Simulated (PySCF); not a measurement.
A calculated (PW91, PySCF 2.14, aug-cc-pVTZ-X2C, scalar relativity by spin-free X2C-1e) atom or ion has these occupied shells.

| shell | electrons | orbital energy (eV) | rms radius, mean of both spins (bohr) |
| --- | --- | --- | --- |
| 1s β | 1 | -3945.7 | 0.0888 |
| 1s α | 1 | -3945.7 | 0.0888 |
| 2s α | 1 | -410.76 | 0.396 |
| 2s β | 1 | -410.65 | 0.396 |
| 2p α | 3 | -331.38 | 0.364 |
| 2p β | 3 | -331.29 | 0.364 |
| 3s α | 1 | -44.105 | 1.25 |
| 3s β | 1 | -43.504 | 1.25 |
| 3p α | 3 | -25.282 | 1.41 |
| 3p β | 3 | -24.632 | 1.41 |
| 3d α | 2 | -1.105 | 4.67 |

Q: Name the element and its charge.

A: Ca (calcium, neutral), in [Ar] 3d2, high-spin 3F determinant (an excited configuration).
